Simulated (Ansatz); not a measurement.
Reaction (redistribution): `[F][Zr]([F])([F])[SeH]` + `[CH3][Ga]([CH3])[F]` → `[CH3][Ga]([F])[SeH]` + `[CH3][Zr]([F])([F])[F]`

Program: Ansatz. Geometries: PBE0-D4/def2-TZVP. ΔE: electronic, gas phase. CCSD(T)/CBS is the MP2 limit (def2-TZVPP, def2-QZVPP) plus CCSD(T) − MP2 in def2-TZVPP, frozen cores. Functionals use def2-TZVPP. Elements past krypton have def2 core potentials. For Ga, Se, Zr outer-core shells are correlated without core-valence functions, which leaves a few kJ/mol of doubt a bond. Scalar relativity is left out up to krypton. Each species was taken in one conformer, which may not be the lowest.

Problem. Is it downhill or uphill in electronic energy at CCSD(T)/CBS, and by how much? (Best estimate.)

Solution. Ansatz gave: Uphill: ΔE = +0.24 eV.

Problem. What do these levels give: PBE-D4, revPBE-D4, PBE0-D4, revPBE, CAM-B3LYP, MP2/CBS(def2)? (Best estimate.)

Solution. Computed: PBE-D4 0.23, revPBE-D4 0.22, PBE0-D4 0.22, revPBE 0.22, CAM-B3LYP 0.23, MP2/CBS(def2) 0.27 eV.

Largest T1 diagnostic among the species: 0.017.

At CCSD(T), def2-SVP lies −0.04 eV from the extrapolated value and def2-TZVPP +0.02 eV. Leaving LDA and LC-ωPBE aside and taking each functional with its dispersion term where it has one, the values, not all of them listed here, spread over 0.05 eV, from BHLYP-D4 to PBE-QIDH. In def2-TZVPP, CCSD(T) changes the Hartree–Fock value by +0.08 eV (the triples alone add +0.03 eV) and MP2 by +0.11 eV.
